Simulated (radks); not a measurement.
The germanium ion Ge18+, 14 electrons, occupied as [Ne] 3s2 3p2.

Method: scalar-relativistic Kohn-Sham, LDA (Slater exchange, VWN5 correlation), spin-polarised, spherical densities, finite nucleus; open shells are filled with parallel spins first; Fermi nuclear charge, rms radius 4.0742 fm; computed with a radial shooting solver on a logarithmic mesh with Libxc functionals.

Energy parts (eV):
total: -52174.384
kinetic: 53204.810
electron-nucleus: -114979.265
Hartree: 11088.697
exchange-correlation: -1488.626

Orbitals (lengths in bohr, moments of r in powers of bohr; r(max) is where P^2 peaks; r(90%) holds 90 % of the orbital's charge):
orbital  occ.  eigenvalue (eV)  r(90%)  <1/r>   r(max)       <r^4>
1s up       1        -11650.20  0.0841  32.33  0.03078  0.00002285
1s down     1        -11647.80  0.0841  32.34  0.03077  0.00002284
2s up       1        -2057.012   0.321  7.170   0.1755    0.004440
2s down     1        -2054.653   0.321  7.174   0.1755    0.004416
2p up       3        -1890.993   0.296  7.029   0.1404    0.003198
2p down     3        -1888.186   0.295  7.030   0.1405    0.003182
3s up       1        -734.4686   0.768  2.757   0.4946      0.1484
3s down     1        -726.0250   0.771  2.749   0.4948      0.1503
3p up       2        -682.1292   0.768  2.672   0.4805      0.1459
3p down     0        -673.6925   0.771  2.666   0.4806      0.1480

The highest occupied level is 3p up at -682.13 eV. The electron density at the nucleus is 3.217e+04 e/bohr^3 (large components only). The spin density at the nucleus is -2.023 e/bohr^3 (1s -3.078, 2s -0.969, 3s 2.024). Summed over all electrons, <r^2> = 1.606 bohr^2, which gives a Langevin (diamagnetic) susceptibility term of -1.27 x 10^-6 cm^3/mol. The density falls to 0.001 e/bohr^3 at r = 1.33 bohr.
